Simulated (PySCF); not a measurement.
Coordinates in bohr (charge 0 multiplicity 4):
```
Ru    0.4012    0.0000   -1.4097
O     2.6280    0.0000   -3.7290
O    -2.6721    0.0000   -2.3829
Br   -0.5090    0.0000    3.0587
```

These are results of UPBE0 in PySCF with Ru def2-TZVP with ECP28, O def2-TZVP, Br def2-TZVP; scalar-relativistic core potentials, no spin–orbit coupling; density-fitted integrals, not measurements.

This geometry of RuO₂Br is a stationary point at this level.

Question: What is the point group?

Answer: Cs.

Question: Is it a minimum?

Answer: Yes: all harmonic wavenumbers are real.

Question: List the harmonic modes with their infrared intensities.

Answer: 
```csv
symmetry,ω (cm⁻¹),IR (km/mol)
a'',109,19.6
a',142,7.9
a',170,1.9
a',268,25.5
a',822,94.2
a',865,64.3
```

Question: What are the dipole moment and the gap between the highest occupied and lowest empty levels of either spin?

Answer: 1.07 D and 1.48 eV.

Question: What is the atomisation energy, with and without zero-point energy?

Answer: 1035 kJ/mol without, 1021 kJ/mol with.

This need not be the most stable arrangement of these atoms. Open d and f shells are described by one determinant, and the ground state may have another occupation or spin. At this level a doublet minimum of C2v symmetry lies 196 kJ/mol below this structure.
